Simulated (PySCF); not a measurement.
C₃H₈BF₃O₂Si.
SMILES: `COB(OC)[SiH2]C(F)(F)F`

Torsions of this conformer, `[CH3:1][O:2][B:3]([O:4][CH3:5])[SiH2:6][C:7]([F:8])([F:9])[F:10]`: C1–O2–B3–O4 -1°, O2–B3–O4–C5 178°, O2–B3–Si6–C7 -2°, B3–Si6–C7–F8 -59°.

The closed-shell ground state was solved at several levels (PySCF, density fitting, gas phase, non-relativistic). Isolated species at its PBE0-D3(BJ)/def2-SVP geometry (one conformer only).

```
        level  basis functions  HOMO (eV)  LUMO (eV)  gap (eV)  dipole (D)
 KT3/pcSseg-1              217      -7.12      -1.17      5.95        4.04
PBE0/pcSseg-1              217      -8.39      -0.32      8.07        4.32
```

**Question.** Estimate the row for wB97X-D/def2-SVPD, a basis of 283 functions; the other rows only guide the guess.

**Answer.** HOMO -10.30 eV, LUMO 1.36 eV, gap 11.66 eV, dipole 4.34 D.

**Question.** Over all these levels, which gives the widest orbital gap and which the narrowest?

**Answer.** wB97X-D/def2-SVPD (range-separated hybrid) has the widest, 11.66 eV, and KT3/pcSseg-1 (GGA) the narrowest, 5.95 eV. Functional and basis both differ between the two, so the spread mixes both effects.

**Question.** How far do the dipole and the HOMO energy spread over the levels?

**Answer.** The dipole runs from 4.04 to 4.34 D (mean 4.24 D) and the HOMO from -10.30 to -7.12 eV.
